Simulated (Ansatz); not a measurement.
Consider the ligand exchange at the Si–O bond: `O[SiH2][O][GeH2][OH]` + `CN[SiH2]Cl` → `CN([SiH2]O)[SiH2]Cl` + `[OH][GeH2][OH]`.

Gas-phase electronic energies from Ansatz, PBE0-D4/def2-TZVP geometries. CBS: MP2 limit from def2 TZ/QZ plus the TZ coupled-cluster correction, frozen cores. Functionals use def2-TZVPP. B3LYP here is the variant with VWN-RPA as its local correlation; programs differ in this. For Ge outer-core shells are correlated without core-valence functions, which leaves a few kJ/mol of doubt a bond. Scalar relativity is left out up to krypton. One conformer a species, not always the lowest.

CCSD(T)/CBS gives +15.1 kcal/mol.

(1) Another level gave +14.9 kcal/mol. Which?
A. B3LYP/def2-TZVPP
B. ωB97M-V/def2-TZVPP
C. CCSD/def2-TZVPP
D. HF/def2-TZVPP

Largest T1 diagnostic among the species: 0.012.

Answers

(1) B. ωB97M-V 14.9, B3LYP 17.7, CCSD/def2-TZVPP 16.1, HF/def2-TZVPP 20.7 kcal/mol.

The D4 term adds −2.5 kcal/mol with B3LYP and −1.4 kcal/mol with PBE0; it sums over pairs of atoms, weighted by their polarisabilities, and B3LYP, whose exchange is more repulsive, gets the larger term. In def2-TZVPP, CCSD(T) changes the Hartree–Fock value by −5.4 kcal/mol (the triples alone add −0.9 kcal/mol) and MP2 by −5.9 kcal/mol.
